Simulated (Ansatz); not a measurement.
Two isomers of C2H5ClF2Si: A = `C[Si@H](F)[C@@H](F)Cl`, B = `CC[Si](F)(F)Cl`.

Program: Ansatz. Geometries: PBE0-D4/def2-TZVP. ΔE: electronic, gas phase. CBS: MP2 limit from def2 TZ/QZ plus the TZ coupled-cluster correction, frozen cores. DFT in def2-TZVPP. B3LYP here is the variant with VWN-RPA as its local correlation; programs differ in this. Each species was taken in one conformer, which may not be the lowest.

(1) Which isomer does CCSD(T)/CBS put lower? Give the gap. (Estimate.)

(2) Give E(B) − E(A) in kcal/mol with B3LYP-D4, B2PLYP, PBE-D4, B3LYP, CCSD/def2-TZVPP, HF/def2-TZVPP, CCSD(T)/def2-TZVPP. (Estimate.)

Largest T1 diagnostic: 0.011.

Results:

(1) The calculation gave: B, by 90.9 kcal/mol.

(2) Computed: B3LYP-D4 -87.4, B2PLYP -89.7, PBE-D4 -83.9, B3LYP -87.2, CCSD/def2-TZVPP -91.1, HF/def2-TZVPP -93.1, CCSD(T)/def2-TZVPP -90.2. None reverses the order clearly.

From PBE to PBE0 (25 % exact exchange), in def2-TZVPP and without D4, E(B) − E(A) moves by −3.8 kcal/mol.
